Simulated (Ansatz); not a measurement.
Geometry optimisation, Ansatz 0.2.0, UKS LDA/def2-SVP.

Input:

```yaml
crystal:
  periodic: [false, false, false]
  atoms:
    - { symbol: In, position_ang: [0.488769, 0.616549, 0.678857] }
    - { symbol: F, position_ang: [1.80747, -0.833541, 0.377622] }
    - { symbol: C, position_ang: [-0.781974, -0.377113, -0.668552] }
    - { symbol: H, position_ang: [-0.020322, -1.150313, -0.797866] }
    - { symbol: Cl, position_ang: [1.188012, 2.238532, 2.156514] }
    - { symbol: H, position_ang: [-1.707188, -0.724094, -0.176292] }
    - { symbol: H, position_ang: [-0.974867, 0.22988, -1.570283] }
magnetization:
  spin_polarized: true
basis:
  gaussian: { orbitals: def2-SVP }
hamiltonian:
  xc: lda
relax:
  f_tol: 0.03
  max_steps: 50
output:
  orbitals: {}
```

Command:

```bash
$ ansatz run input.yaml --threads 2 --pin off --max-ram 3072MiB --backend cpu --events-out ev --progress --plain --runs-dir out
```

Where does it end, and by what steps?

It converged. After 8 steps the energy has fallen by 0.322 eV; F2 moved furthest, 0.75 Å.

```csv
step,energy less start (eV),largest force component (eV/Å),accepted
0,0.0000,0.612,yes
1,-0.1306,0.544,yes
2,-0.2239,0.419,yes
3,-0.2876,0.617,yes
4,-0.3121,0.352,yes
5,-0.3185,0.118,yes
6,-0.3215,0.048,yes
7,-0.3215,0.077,yes
8,-0.3220,0.009,yes
```

```xyz
7
Properties=species:S:1:pos:R:3
In 0.747 0.292 0.592
F 2.418 -0.695 0.794
C -0.806 -0.366 -0.674
H -0.495 -1.312 -1.158
Cl 0.849 2.183 1.941
H -1.717 -0.520 -0.061
H -0.997 0.418 -1.433
```

Time of the run: 15 s on 2 threads of Intel(R) Xeon(R) Platinum 8259CL CPU @ 2.50GHz (Skylake/Cascade Lake), with other jobs on the host, peak memory 0.18 GiB.
